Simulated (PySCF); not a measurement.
Compound: C2H8NSi (doublet state).
Structure used (GFN2-xTB), in Å, numbered top down from 1:
```xyz
12
C2H8NSi angstrom
C     -1.2826   -1.0951   -0.3737
Si    -0.2751    0.2142    0.5732
C      1.5775   -0.2167    0.6666
N     -0.3727    1.6644   -0.3827
H     -2.3365   -0.8390   -0.4106
H     -0.9241   -1.1791   -1.3978
H     -1.1954   -2.0706    0.0938
H      2.0030   -0.2714   -0.3336
H      1.7334   -1.1751    1.1511
H      2.1334    0.5305    1.2240
H      0.2151    2.4472   -0.1468
H     -1.2748    1.9900   -0.6896
```

The hyperfine couplings belong to this conformer and change with its torsions.

Identity: `[Si](C)(N)C` [radical].

Computed, not measured: PySCF, UKS B3LYP, pcH-1 on C H N Si, non-relativistic, mean-field spin-orbit, GIAO. Geometry: GFN2-xTB, one conformer, isolated molecule. A GFN2-xTB geometry isn't a minimum of the functional, and hyperfine couplings can be far from their values at a DFT geometry, by a factor of two or more for some ions and for spin on atoms past the first row. The SCF solution wasn't tested for stability.

Problem. The isotropic 1H couplings, averaged over equivalent nuclei, are +11.8, -10.0 MHz. Assign them to H5 (×6); H11/H12.

Solution. 
```tsv
site	a_iso (MHz)	ρ(0) (bohr⁻³)	position	distance from Si2 (Å)	bound to	spin population there	largest |T| (MHz)
H5 (×6)	+11.8	+0.0026	2 bonds from Si2	2.51	C1/C3	+0.03	6.5
H11/H12	-10.0	-0.0022	2 bonds from Si2, on N4 of spin population +0.12	2.40	N4	+0.12	13.3
```

ρ(0) is the spin density at the nucleus and T the dipolar tensor; a_iso includes a spin–orbit part; entries for several nuclei are means. Largest spin populations (Mulliken): Si2 (+0.79) and N4 (+0.12). No atom but Si2 exceeds +0.15. The angles at Si2 add up to 323.9°, so it is pyramidal.

Means are taken over nuclei equivalent by connectivity, which assumes that they swap fast. The six 1H nuclei of mean +11.8 MHz run from -4.1 to 40.1 MHz in the frozen geometry.

Hardware: one thread of an Arm Neoverse V2, no GPU, on a shared host. Cost: 22 s of wall time (grids of density and orbitals included), 0.69 GiB resident at most.
